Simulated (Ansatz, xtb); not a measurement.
Molecule: CHO, net charge 0, doublet state. It need not be the lowest isomer of its formula. 
Geometry from a B3LYP-D3(BJ)/def2-TZVP (Ansatz, a quantum-chemistry and plane-wave program) optimisation:
```
O
C 1 1.2674
H 1 0.9900 2 115.15
```
Charge 0, spin multiplicity 2.

Harmonic wavenumbers from GFN2-xTB (xtb, at its own minimum), cm⁻¹: 1047, 1456, 2865.

### Question
Give the harmonic wavenumbers at B3LYP-D3(BJ)/def2-TZVP (Ansatz, finite differences of forces, unscaled).

### Answer
1126, 1386, 3224 cm⁻¹. Zero-point energy 8.2 kcal/mol.

### Question
From these and the geometry, give the ideal-gas thermochemistry at 298.15 K and 1 atm (rigid rotor, harmonic oscillator).

### Answer
Point group Cs, rotational symmetry number 1. Rotational constants 703.5, 42.16, 39.78 GHz. S(trans) 36.03, S(rot) 16.26, S(vib) 0.08, S(elec, spin only) 1.38, S 53.7 cal/(mol K). H(298) - H(0) 2.39 kcal/mol; G - E(el) -5.4 kcal/mol.
